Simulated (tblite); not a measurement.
C3H11NOSi4.
Bonds: C1–C2, C2–O3, O3–Si4, Si4–C5, C5–N6 (triple), Si4–Si7, Si7–Si8, Si8–Si9, Si4–Si9. Hydrogens: H10, H11, H12 on C1; H13, H14 on C2; H15, H16 on Si7; H17, H18 on Si8; H19, H20 on Si9.

A start from a force field or distance geometry was refined with tblite 0.8.0, GFN2-xTB geometry optimisation, gas phase. Values at the start:

| coordinate | start |
| --- | --- |
| C1–C2 | 1.526 Å |
| C1–H10 | 1.114 Å |
| C2–O3 | 1.412 Å |
| C2–H13 | 1.092 Å |
| O3–Si4 | 1.721 Å |
| Si4–C5 | 1.783 Å |
| Si4–Si7 | 2.255 Å |
| Si4–Si9 | 2.208 Å |
| C5≡N6 | 1.164 Å |
| Si7–Si8 | 2.239 Å |
| Si7–H15 | 1.462 Å |
| Si7–H16 | 1.439 Å |
| Si8–H17 | 1.470 Å |
| Si8–H18 | 1.466 Å |
| C2–O3–Si4 | 103.9° |
| O3–Si4–C5 | 111.1° |
| O3–Si4–Si9 | 117.1° |
| Si4–Si7–Si8 | 85.3° |
| C5–Si4–Si7 | 108.9° |
| C5–Si4–Si9 | 117.1° |
| Si7–Si4–Si9 | 86.2° |
| Si7–Si8–Si9 | 85.8° |

Task: How do these coordinates change at the GFN2-xTB level?

Result: 
```
 coordinate  GFN2-xTB (Å or °)  change
    Si4–Si9              2.343  +0.135
    Si7–Si8              2.365  +0.126
    Si4–Si7              2.366  +0.111
     Si4–C5              1.876  +0.093
     O3–Si4              1.629  -0.092
    Si7–H16              1.468  +0.029
     C1–H10              1.087  -0.027
      C5≡N6              1.149  -0.015
      C2–O3              1.400  -0.012
    Si7–H15              1.473  +0.011
      C1–C2              1.519  -0.007
     C2–H13              1.098  +0.006
    Si8–H18              1.469  +0.003
    Si8–H17              1.471  +0.001
  C2–O3–Si4              129.8   +25.9
 O3–Si4–Si9              106.4   -10.7
Si7–Si4–Si9               91.9    +5.7
Si7–Si8–Si9               91.4    +5.6
 C5–Si4–Si7              113.7    +4.8
 C5–Si4–Si9              120.6    +3.5
  O3–Si4–C5              108.3    -2.8
Si4–Si7–Si8               88.0    +2.7
```

The energy falls by 145.4 kJ/mol over 171 L-BFGS steps, the largest force on an atom goes from 3.96 to 0.010 eV/Å, and the atoms move by 1.117 Å rms after alignment. The bond that changes most is Si4–Si9 (oxygen-bound silicon to SiH2 silicon), which lengthens by 0.135 Å. Bonds longer at the end by more than 0.005 Å: 9 of 20; shorter: 9. Among the dihedrals that turn most is C5–Si4–Si9–H20, from -172° to -115°. Rotational constants go from 1389, 551.5, 523.3 to 991.6, 562.8, 497.7 MHz.

Time: 1.9 s wall. Hardware: an Arm Neoverse V2 with one thread, on a shared host.

Its GFN2-xTB frequencies are all real (lowest 20 cm⁻¹). One conformer, not necessarily the lowest. 3 starts were optimised and ended at 0.00, 0.01 and 0.04 kcal/mol (GFN2-xTB); the lowest of these is shown.

The numbers are calculated, not measured.
